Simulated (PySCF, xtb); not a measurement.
Te(iPr)(SH) (C3H8STe), SMILES CC(C)[Te]S. Other conformers were not sampled.

Harmonic wavenumbers (cm⁻¹) from GFN2-xTB run with xtb at its own minimum, in rising order: 37, 98, 200, 226, 236, 250, 267, 366, 397, 510, 734, 934, 946, 984, 1038, 1145, 1163, 1220, 1308, 1412, 1423, 1487, 1493, 1500, 1503, 2413, 2946, 3000, 3007, 3017, 3022, 3024, 3026.

**Question.** What does PBE-D3(BJ)/def2-SVP in PySCF give at its own minimum? (The exact figures need the calculation; the answer reports its results.)

**Answer.** 43, 109, 223, 236, 251, 275, 299, 340, 382, 475, 729, 872, 899, 929, 974, 1110, 1122, 1162, 1292, 1336, 1345, 1402, 1409, 1418, 1428, 2578, 2950, 2954, 3014, 3035, 3036, 3053, 3064. Paired by order, the mean absolute difference is 42 cm⁻¹ and the zero-point energies are 63.4 and 62.5 kcal/mol.
